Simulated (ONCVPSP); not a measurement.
vanadium: one change to an ONCV potential, before and after

V (Z = 23), optimised norm-conserving Vanderbilt (ONCV), made with ONCVPSP 4.0.1 (LDA (Perdew-Wang 92), scalar-relativistic). Core [Ar], reference 3d3 4s1 4p1. Waves: 4s: rc 2.40 bohr, ncon 4, nbas 7, qcut 3.1 1/bohr, 1 projector; 4p: rc 3.30 bohr, ncon 4, nbas 8, qcut 2.9 1/bohr, 2 projectors, debl 2.7 Ha; 3d: rc 1.20 bohr, ncon 5, nbas 10, qcut 15 1/bohr, 2 projectors, debl 1.9 Ha. Local part: polynomial inside 0.95 bohr (lpopt 5, dvloc0 0 Ha). Core correction: Teter function, fcfact 3.5, rcfact 1.5.

Change: core correction Teter function, fcfact 3.5, rcfact 1.48.

Cutoffs: the cutoffs (Ha) at which the residual kinetic energy of the hardest occupied pseudo-wave falls to 1 and 0.1 mHa per electron; they do not see the model core or the augmentation charge, which bear on the density cutoff. Errors are all-electron minus pseudo energies relative to the spin-unpolarised reference configuration.

Q: Predict the effect on cutoff, ghosts and configuration errors.

A: The potential gets neither clearly harder nor softer (73 Ha and 85 Ha → 73 Ha and 85 Ha); both files keep a bound ghost (s); the errors of the 3 common tests hardly move. A model core, the more so a compact one, raises the density cutoff, which this test does not measure.

| quantity | base | changed |
| --- | --- | --- |
| cutoff, loose | 73 Ha | 73 Ha |
| cutoff, tight | 85 Ha | 85 Ha |
| bound ghosts | s | s |
| GHOST(+) flags under 300 eV | p at 40.2 eV | p at 40.2 eV |
| tests with a reliable result | 3 of 4 | 3 of 4 |
| error for 3d3 4s2 4p0, meV [ΔE -3.41 eV] | -4.1 | -3.6 |
| error for 3d3 4s1 4p0, meV [ΔE 4.53 eV] | -6.5 | -5.7 |
| error for 3d3 4s1.5 4p0, meV [ΔE -0.23 eV] | -0.9 | -0.9 |
| s: phases at 2.44 bohr within 0.05 rad from the reference energy up to (Ha; the scan ends near 5) | 0.7 | 0.7 |
| p: phases at 3.35 bohr within 0.05 rad from the reference energy up to (Ha; the scan ends near 5) | n/a | n/a |
| d: phases at 1.22 bohr within 0.05 rad from the reference energy up to (Ha; the scan ends near 5) | to the end of the scan | to the end of the scan |
| rms error of d²Exc/dni dnj with the model core, mHa | 8.89 | 8.95 |

 A true bound ghost makes a file unfit for plane-wave use even where its test errors are small: the radial tests pick states by their node count and pass the ghost by.
